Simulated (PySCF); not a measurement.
# MoCl: energy against distance

Set-up: Mo def2-TZVPPD with ECP28, Cl def2-TZVPPD; scalar-relativistic core potentials (PySCF 2.14). Energies in eV from Mo (4d5 5s1) + Cl in their ground configurations at the same level. State: ⁶Σ⁺ (sextet), unpaired electrons σ ↑, π ↑↑, δ ↑↑.

All columns are PBE0. A positive dipole means Mo(−)Cl(+).

```tsv
R (Å)	E (eV)	μ (D)	Mulliken charge on Mo (basis-dependent)	HOMO (eV)	LUMO (eV)	Mayer bond order	⟨S²⟩
1.971	-2.726	-2.72	0.39	-5.54	-1.88	1.29	8.76
2.063	-3.334	-3.21	0.37	-5.75	-2.09	1.20	8.76
2.155	-3.657	-3.73	0.36	-5.96	-2.31	1.13	8.76
2.223	-3.767	-4.12	0.37	-6.07	-2.47	1.08	8.76
2.292	-3.793	-4.52	0.38	-6.14	-2.63	1.03	8.76
2.361	-3.757	-4.92	0.39	-6.21	-2.79	0.99	8.77
2.452	-3.641	-5.45	0.41	-6.31	-2.99	0.93	8.77
2.567	-3.427	-6.09	0.45	-6.43	-3.22	0.87	8.77
2.705	-3.120	-6.82	0.49	-6.57	-3.47	0.80	8.78
2.888	-2.689	-7.70	0.54	-6.74	-3.77	0.72	8.80
```

A fit through these points gives, at Re = 2.283 Å, μ = -4.47 D and dμ/dR = -5.80 D/Å; the reduced mass is 25.77 u.

Problem. How strong is the fundamental in the double-harmonic approximation, I = 42.26·(dμ/dR)²/μred km/mol?

Solution. I = 42.26·(-5.80)²/25.77 = 55.2 km/mol at PBE0.

The metal atom is held in its measured ground configuration; semilocal functionals can put another filling of s and d lower by some tenths of an eV, and De to that atom would be smaller. Spin–orbit coupling is left out, which matters for elements this heavy, above all for dissociation energies. With d or f electrons several states lie close, and the lowest PBE0 determinant need not be the measured ground state.
